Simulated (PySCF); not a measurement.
Compound: CH₇NSSi.
Geometry (PBE0-D3(BJ)/def2-SVP, Å), atoms numbered from 1 in this order:
```
atom  x, y, z in Å
C1    -2.157    0.024   -0.092
S2    -0.766    0.913    0.677
Si3    0.878   -0.062   -0.315
N4     2.350    0.816   -0.148
H5    -2.096    0.058   -1.190
H6    -2.204   -1.023    0.242
H7    -3.078    0.533    0.225
H8     1.126   -1.423    0.248
H9     0.485   -0.186   -1.753
H10    2.922    0.666    0.675
H11    2.405    1.780   -0.459
```

The closed-shell ground state was solved at several levels (PySCF, density fitting, gas phase, non-relativistic).

```tsv
level	basis functions	total energy (Eh)	HOMO (eV)	LUMO (eV)	gap (eV)	dipole (D)
PBE0/pcSseg-1	117	-784.3839	-6.72	0.25	6.97	0.46
wB97X-D/def2-SVPD	147	-784.4941	-8.57	1.62	10.19	0.39
```

Problem. What might wB97X-D/pcSseg-2 (256 basis functions) give for the same quantities?

Solution. Total energy -784.8502 Eh, HOMO -8.59 eV, LUMO 1.59 eV, gap 10.18 eV, dipole 0.36 D.

Problem. How far do the dipole and the HOMO energy spread over the levels?

Solution. The dipole runs from 0.36 to 0.46 D (mean 0.40 D) and the HOMO from -8.59 to -6.72 eV.

One conformer stands for the species.

wB97X-D is run here without its empirical dispersion term; that term would change no orbital, density or response property at a fixed geometry.
